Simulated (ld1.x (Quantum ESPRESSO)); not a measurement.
**caesium (Cs): one change to a TM semilocal potential, before and after**

ld1.x (Quantum ESPRESSO) 7.5 input, shortened:

```
&input
   title='Cs', zed=55., rel=1, dft='PBESOL', iswitch=3,
   config='[Xe] 5d0 6s0 6p0'
 /
 &inputp
   pseudotype=1, tm=.true., lloc=1,
   nlcc=.true., new_core_ps=.true., rcore=1.15
 /
3
6S  1  0   0.00   0.00  3.45  3.45  0.0
5D  3  2   0.00   0.00  3.45  3.45  0.0
5P  2  1   6.00   0.00  2.45  2.45  0.0
 &test
   configts(1)='5p6 5d0 6s0 6p0'
 /
```

All-electron outer shells of the reference configuration (PBEsol, scalar-relativistic, ld1.x):

```json
{"shell": "5s", "level (eV)": "-31.98", "outermost node (bohr)": "0.82", "outermost maximum (bohr)": "1.54"}
{"shell": "5p", "level (eV)": "-18.68", "outermost node (bohr)": "0.89", "outermost maximum (bohr)": "1.79"}
{"shell": "6s", "level (eV)": "-5.52", "outermost node (bohr)": "2.08", "outermost maximum (bohr)": "4.18"}
{"shell": "5d", "level (eV)": "-4.33", "outermost node (bohr)": "1.05", "outermost maximum (bohr)": "2.80"}
{"shell": "6p", "level (eV)": "-3.34", "outermost node (bohr)": "2.52", "outermost maximum (bohr)": "5.30"}
```

Change: wave 5p (bound): rc 2.45 bohr becomes 5p (bound): rc 1.98 bohr.

Cutoffs: the cutoffs (Ry, on a coarse ladder) from which the occupation-weighted sum of valence levels, in a spherical-Bessel basis at the reference potential, stays within 10 and 1 mRy of its value at 400 Ry; they do not see the model core or the augmentation charge, which bear on the density cutoff. Errors are all-electron minus pseudo energies relative to the spin-unpolarised reference configuration.

Problem. How do hardness, ghosts and transferability respond?

Solution. The potential gets harder (18 Ry and 35 Ry → 25 Ry and 45 Ry); the errors of the 5 common tests hardly move; neither file shows a bound ghost at the reference potential, the only one tested. A smaller radius makes the pseudo-wave follow the all-electron one further in, where it bends more sharply, so more plane waves are needed. A semilocal file is local in each channel, so a ghost entry of none says nothing of the separable form that plane-wave codes build from it.

```csv
quantity,base,changed
"cutoff, loose",18 Ry,25 Ry
"cutoff, tight",35 Ry,45 Ry
bound ghosts,none,none
"tests counted (converged, no solver errors)",5 of 6,5 of 6
"error for 5p6 5d0 6s1 6p0, meV [ΔE -3.79 eV]",+4.4,+4.4
"error for 5p6 5d0 6s0.5 6p0, meV [ΔE -2.33 eV]",+0.7,+0.7
"error for 5p6 5d0.5 6s0.5 6p0, meV [ΔE -2.95 eV]",+1.9,+1.9
"error for 5p5 5d0 6s1 6p0, meV [ΔE 14.10 eV]",-83,-83
"error for 5p6 5d1 6s0 6p0, meV [ΔE -2.13 eV]",-1.5,-1.4
s: phases at 3.76 bohr within 0.05 rad from the reference energy up to (Ry; the scan ends near 5),-0.2,-0.2
p: phases at 3.76 bohr within 0.05 rad from the reference energy up to (Ry; the scan ends near 5),0.1,0.3
d: phases at 3.76 bohr within 0.05 rad from the reference energy up to (Ry; the scan ends near 5),1.4,1.4
```

Base: Tests not counted: 5p6 5d0 6s0 6p1 (solver errors, printed error -1.2 eV). Changed file: Tests not counted: 5p6 5d0 6s0 6p1 (solver errors, printed error -1.2 eV).
